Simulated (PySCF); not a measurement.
# TiOF + HF → HTiO + F₂

Level: PBE0 in the def2-TZVP basis family, all electrons, no relativity, computed in PySCF with density fitting; open shells unrestricted.

```csv
species,state and structure,E (Eh),ZPE (kJ/mol),H(298 K) − H(0) (kJ/mol),S° (J/(mol K))
TiOF,"doublet, Cs, Ti–F 1.832 Å, Ti–O 1.614 Å; F–Ti–O 125.0°",-1024.30514,11.0,12.1,280.4
HF,"singlet, C∞v, H–F 0.920 Å",-100.39188,24.9,8.7,173.6
HTiO,"doublet, Cs, Ti–H 1.793 Å, Ti–O 1.607 Å; H–Ti–O 119.3°",-925.01116,18.1,10.8,252.1
F₂,"singlet, D∞h, F–F 1.376 Å",-199.40856,6.6,8.7,201.9
```

Q: What is the electronic reaction energy?

A: At PBE0/def2-TZVP, ΔE = 728.1 kJ/mol from the differences of the total energies times 2625.5, uphill. 

Q: Add zero-point, thermal and entropy terms for 298.15 K and 1 bar.

A: ΔZPE = -11.2 and Δ[H(298) − H(0)] = -1.3 kJ/mol give ΔH° = 715.6 kJ/mol. ΔS° = 0.0 J/(mol K), so ΔG° = 715.6 − 298.15 × (0.0000) = 716 kJ/mol.

Open d or f shells are single determinants, so the state found may not be the ground state. The structures come from searches over a few start shapes, so lower isomers are not excluded.
